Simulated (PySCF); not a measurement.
# Correlation energy of Br⁺ (bromine, charge +1)

[Ar] 3d10 4s2 4p4, high-spin 3P determinant. Calculation: PySCF 2.14, in Sapporo-DKH3-DZP-2012 (6s5p3d1f, 43 functions); scalar relativity by spin-free X2C-1e. Frozen: [Ar] 3d10; 6 electrons correlated.

MP2 pair energies summed by pair of shells (mhartree):

```tsv
pair	energy	share (%)
4p-4p	-37.30	48.9
4s-4p	-33.28	43.6
4s-4s	-5.76	7.5
```

Total MP2 correlation energy: -76.34 mhartree.

Same-spin part -19.24 and opposite-spin part -57.10 mhartree; SCS-MP2 scales them by 1/3 and 6/5 to -74.94 mhartree.

| level | correlation energy (mhartree) |
| --- | --- |
| CCSD | -91.88 |
| (T) | -1.14 |
| CCSD(T) | -93.02 |

Diagnostics: T1 = 0.0066, D1 = 0.0215, largest double amplitude 0.057.

Cost of the coupled-cluster step: 0.65 s of wall time on 1 thread of Neoverse-N1 (shared host), for 6 correlated electrons.

Iterations:

```
CC2 = 0
CCSD nocc = (np.int64(4), np.int64(2)), nmo = (29, 29)
frozen orbitals [[0, 1, 2, 3, 4, 5, 6, 7, 8, 9, 10, 11, 12, 13], [0, 1, 2, 3, 4, 5, 6, 7, 8, 9, 10, 11, 12, 13]]
max_cycle = 100
direct = 0
conv_tol = 1e-08
conv_tol_normt = 1e-06
diis_space = 8
diis_start_cycle = 0
Init t2, MP2 energy = -0.0763405421504257
Init E_corr(UCCSD) = -0.0763405421506779
cycle = 1  E_corr(UCCSD) = -0.0883095507808476  dE = -0.0119690086  norm(t1,t2) = 0.0355114
cycle = 2  E_corr(UCCSD) = -0.0908039566182825  dE = -0.00249440584  norm(t1,t2) = 0.0112579
cycle = 3  E_corr(UCCSD) = -0.0919002310046905  dE = -0.00109627439  norm(t1,t2) = 0.00427563
cycle = 4  E_corr(UCCSD) = -0.0918808769629267  dE = 1.93540418e-05  norm(t1,t2) = 0.000452774
cycle = 5  E_corr(UCCSD) = -0.0918853286112358  dE = -4.45164831e-06  norm(t1,t2) = 0.000109943
cycle = 6  E_corr(UCCSD) = -0.0918846357312813  dE = 6.92879954e-07  norm(t1,t2) = 2.41439e-05
cycle = 7  E_corr(UCCSD) = -0.0918847682431501  dE = -1.32511869e-07  norm(t1,t2) = 4.16088e-06
cycle = 8  E_corr(UCCSD) = -0.0918847115726152  dE = 5.66705349e-08  norm(t1,t2) = 5.54745e-07
cycle = 9  E_corr(UCCSD) = -0.0918847243724989  dE = -1.27998837e-08  norm(t1,t2) = 9.25414e-08
cycle = 10  E_corr(UCCSD) = -0.0918847226650993  dE = 1.70739957e-09  norm(t1,t2) = 1.64386e-08
UCCSD converged
E(UCCSD) = -2604.049629199205  E_corr = -0.0918847226650993
UCCSD(T) correction = -0.00113739326164717
```
